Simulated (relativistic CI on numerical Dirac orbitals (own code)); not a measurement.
**Hyperfine structure of Ti²⁺, mass number 49**

Method of calculation: Dirac-Coulomb-Breit CI, KLI orbitals optimised for each configuration, a model potential for QED, valence Slater integrals scaled by 0.85, P86 correlation energy added to each configuration (own radial code, finite nucleus).

CI space (outside the closed core [Ne] 3s2): 3p6.3d2, 3p6.3d.4s, 3p6.3d.4p, 3p6.4s2, 3p6.3d.5s, 3p6.3d.4d, 3p6.3d.5p, 3p6.4s.4p, 3p6.3d.4f, 3p6.3d.5d, 3p6.3d.5f, 3p6.3d.5g, 3p5.3d3, 3p6.4p2, 3p6.4s.4d. Levels of other configurations are missing.

Nuclear spin I = 7/2, μ = -1.1037 μN, Q = 0.247 b (tables of Stone and Pyykkö). The electronic factors are computed for point nuclear moments, without core polarisation; leaving it out makes A of s and p electrons in near-neutral atoms 20 to 40 % too small, and it can dominate for d and f shells.

```tsv
Level	E (eV)	A (MHz)	B (MHz)
3p6.3d2 3F_2	0.0000	-96	24.7
3p6.3d2 3F_3	0.0198	-62.58	26.9
3p6.3d2 3F_4	0.0452	-46.93	36.1
3p6.3d2 1D_2	1.1683	-64.76	-30.3
3p6.3d2 3P_1	1.4241	0.6149	24.9
3p6.3d2 3P_2	1.4363	-37.8	-49.8
3p6.3d2 1G_4	1.8382	-63.98	141
3p6.3d.4s 3D_1	4.9376	172.7	29.1
```

Levels with J = 0, under 50 % of one LS term, or S terms without an open s electron are left out. Small factors come from cancelling terms and can be off by tens of per cent or more.

Correlation outside the listed configurations is missing or only estimated: errors of thousands of cm⁻¹ between configurations and terms are usual at this charge. Rates and lifetimes follow the computed energies and can be off by large factors. The fine structure of a lone outer electron comes out too small, for d and f at times inverted, and misplaced configurations move strength between like terms. 61 of the 64 excited levels that our extract of the measured tables holds in this range could be paired (the sources list more); they are missed by 831 cm⁻¹ on average and 3026 at most, and levels without a partner can miss by more.

Q: Give the hyperfine levels of 3p6.3d2 3F_2 relative to its centre of gravity.

A: With K = F(F + 1) − I(I + 1) − J(J + 1), E = AK/2 + B[¾K(K + 1) − I(I + 1)J(J + 1)]/[2I(2I − 1)J(2J − 1)]: F = 3/2: 877.3, F = 5/2: 626.2, F = 7/2: 280.9, F = 9/2: -152.4, F = 11/2: -665.8 MHz.
